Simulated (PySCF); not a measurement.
# Ru (ruthenium, neutral) across methods

[Kr] 4d7 5p1, one real determinant (an excited configuration). Computed with PySCF 2.14 in aug-cc-pVTZ-PP with one added diffuse shell each of s, p, d, f, g type with ECP28MDF (7s7p6d4f3g, 113 functions), with a scalar-relativistic core potential.

| method | E (hartree) | mean ε 4d α (eV) | mean ε 4d β (eV) | mean ε 5p α (eV) | Σ⟨r²⟩ (bohr²) | ⟨S²⟩ |
| --- | --- | --- | --- | --- | --- | --- |
| M06 | -94.3426 | -8.998 | -7.393 | -2.277 | 63.14 | 6.006 |
| r2SCAN | -94.3922 | -7.701 | -5.841 | -2.200 | 60.63 | 6.079 |
| r2SCAN0 | -94.3605 | -9.219 | -7.247 | -2.591 | 61.16 | 6.033 |
| PW91 | -94.4214 | -7.409 | -5.793 | -2.150 | 61.38 | 6.011 |
| PBE0 | -94.3562 | -8.978 | -7.191 | -2.540 | 62.04 | 6.009 |
| UHF | -93.70692 | -13.340 | -10.969 | -3.399 | 66.91 | 6.014 |
| LDA | -94.1526 | -7.505 | -5.749 | -2.184 | 60.78 | 6.006 |
| PBE | -94.3730 | -7.367 | -5.737 | -2.119 | 61.64 | 6.011 |

⟨L²⟩ = 13.95 against 20 for a pure G term, so this real determinant mixes terms. Energies and moments cover only the electrons outside the core potential.
